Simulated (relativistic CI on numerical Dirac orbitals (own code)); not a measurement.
# Os⁷⁺ (5d) in a crystal field

Calculated by Dirac-Coulomb-Breit CI, separate exchange-only KLI orbitals for each configuration, QED by a radiative potential, valence Slater integrals scaled by 0.9, one configuration in a parametric crystal field (own radial code).

Field parameters in Wybourne normalisation: Oh B⁴₀ = 21Dq, B⁴₄ = √(5/14) B⁴₀. The field is a parameter set, without covalency.

S is read from ⟨S²⟩ = S(S + 1).

Levels (cm⁻¹, degeneracy): 0 (4), 8759 (2), 38625 (4).

Problem. Which field gives this pattern?
A. Oh, 10Dq = 18000 cm⁻¹
B. Oh, 10Dq = 10000 cm⁻¹
C. Oh, 10Dq = 33950 cm⁻¹
D. Oh, 10Dq = 41950 cm⁻¹

Solution. C. Oh, 10Dq = 33950 cm⁻¹, ground level with S = 0.50.
